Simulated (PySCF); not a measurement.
C₆ coefficients of unlike pairs at UHF

Calculated with PySCF 2.14 from the dipole response of each species, C₆(A,B) = (3/π) ∫ α_A(iu) α_B(iu) du, in atomic units, from isotropic polarisabilities. For ions this is the dispersion term alone; charge-induced terms of lower order in 1/R come first.

```
species           configuration                                                                 basis      relativity  α (bohr³)  C₆ (like pair)
     Ge  [Ar] 3d10 4s2 4p2 (3P)                                 aug-cc-pVDZ-PP with ECP10MDF (5s4p3d)  core potential      40.16           352.1
 Ga(2+)      [Ar] 3d10 4s1 (2S)                                             def2-QZVPPD (12s7p5d4f1g)            none      12.94           40.93
 Co(2+)           [Ar] 3d7 (4F)                                           aug-cc-pVTZ-DK (8s7p5d3f2g)   spin-free X2C      2.911           8.198
     Sn  [Kr] 4d10 5s2 5p2 (3P)  def2-QZVPPD with the def2 core potential (28 electrons) (8s6p5d4f1g)  core potential      57.15           636.6
```

(1) Estimate C₆ for Sn with Co(2+).

No spin-orbit coupling is included.

The other pairs:

| pair | C₆ |
| --- | --- |
| Sn, Ga(2+) | 160.0 |
| Ga(2+), Ge | 118.5 |
| Co(2+), Ge | 41.57 |
| Sn, Ge | 472.1 |
| Co(2+), Ga(2+) | 15.71 |

Results:

(1) The integral gives 56.85. The combination rule 2 C_A C_B / (C_A α_B/α_A + C_B α_A/α_B) gives 53.97 and the geometric mean 72.24.
